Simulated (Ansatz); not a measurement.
In5Sb5H18, a cluster cut from wurtzite InSb (hydrogen-capped). Total charge 0; singlet. Geometry PBE-D4/def2-SVP, basis def2-TZVP, Ansatz.

| run | HOMO (eV) | LUMO (eV) |
| --- | --- | --- |
| A | -5.81 | -2.62 |
| B | -5.99 | -2.92 |
| C | -5.86 | -2.71 |
| D | -8.59 | -0.32 |
| E | -6.08 | -2.54 |
| F | -6.70 | -2.03 |

In the def2 sets In, Sb take a core potential; there is no spin–orbit coupling. Single mean-field runs in def2-TZVP are fitted with def2-universal-jkfit.

Task: The runs used LDA (SPW92), PBE, PBE0, r2SCAN, revPBE, ωB97X-V. Estimate which is which.

Result: A revPBE (0 % exact exchange); B LDA (SPW92) (0 % exact exchange); C PBE (0 % exact exchange); D ωB97X-V (range-separated); E r2SCAN (0 % exact exchange); F PBE0 (25 % exact exchange). Exact exchange lowers occupied and raises empty levels; among semilocal functionals meta-GGAs tend to open the gap a little, and such runs are hard to tell apart. The gap grows from 3.07 eV (LDA (SPW92)) to 8.27 eV (ωB97X-V).
